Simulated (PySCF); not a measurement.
Run record: geometry optimisation, `FC(F)(F)[C@@H]1CCCCS1`.

Method: PBE0-D3(BJ)/def2-SVP geometry optimisation, gas phase (PySCF 2.14.0). Start geometry: GFN2-xTB. A driver script takes a list of jobs; this job's settings line and coordinates (Å) are shown.

Input:
```
{"job": {"xc": "PBE0", "basis": "def2-SVP", "d3": "d3bj", "grid": 1, "kind": "geom"}, "charge": 0, "multiplicity": 1}
F      2.794879     0.234205    -0.984833
C      1.893691     0.905684    -0.239749
F      1.114845     1.559735    -1.111531
F      2.582330     1.841243     0.425432
C      1.160976    -0.038887     0.704908
C      0.529864    -1.238809     0.000096
C     -0.693119    -0.898922    -0.851859
C     -1.815723    -0.292979    -0.012464
C     -1.412670     1.045401     0.579810
S     -0.031177     0.863408     1.755179
H      1.928061    -0.385639     1.405459
H      0.234783    -1.949464     0.775204
H      1.292294    -1.714315    -0.621685
H     -1.049387    -1.819964    -1.316675
H     -0.421471    -0.209135    -1.652474
H     -2.698785    -0.144399    -0.637574
H     -2.081779    -0.979472     0.794496
H     -1.119501     1.755163    -0.192431
H     -2.217914     1.476399     1.173229
```

Output:
```
step   0  E = -930.60457025  max force = 0.015282
step   1  E = -930.60624531  max force = 0.008079
step   2  E = -930.60635425  max force = 0.002610
step   3  E = -930.60640738  max force = 0.000465
step   4  E = -930.60641256  max force = 0.000192
optimisation converged
```

Energies in Eh; «max force» is the largest Cartesian gradient component in Eh/bohr.

Task: Give the first gradient maximum in eV/Å.

Result: With 1 Eh/bohr = 51.422 eV/Å, 0.786 eV/Å.

Task: How much energy does the optimisation release, in eV?

Result: E(step 0) − E(last step) = 0.001842 Eh, which is 0.050 eV.

Main results: final energy -930.60641 Eh after 4 steps; dipole 2.43 D.

Task: Where do the atoms end?

Result: 0.040 Å rms from the input after alignment:
```
atom  x, y, z in Å
F1     2.9421    0.1404   -1.3158
C2     2.0969    0.8458   -0.5501
F3     1.2763    1.5029   -1.3818
F4     2.8174    1.7562    0.1007
C5     1.3573   -0.0709    0.4121
C6     0.7212   -1.2879   -0.2578
C7    -0.5305   -0.9954   -1.0798
C8    -1.6389   -0.3441   -0.2603
C9    -1.2213    0.9890    0.3372
S10    0.1967    0.8486    1.4677
H11    2.1348   -0.4157    1.1118
H12    0.4676   -1.9960    0.5474
H13    1.4816   -1.7784   -0.8858
H14   -0.8963   -1.9423   -1.5070
H15   -0.2765   -0.3489   -1.9360
H16   -2.5261   -0.1849   -0.8961
H17   -1.9464   -1.0228    0.5538
H18   -0.9887    1.7230   -0.4490
H19   -2.0214    1.4142    0.9618
```

Task: Estimate the wall time. Hardware: one thread of an Arm Neoverse V1 (shared host).

Result: About 1.9 min.
Labels such as C1 count atoms from 1, the log's own numbers from 0.
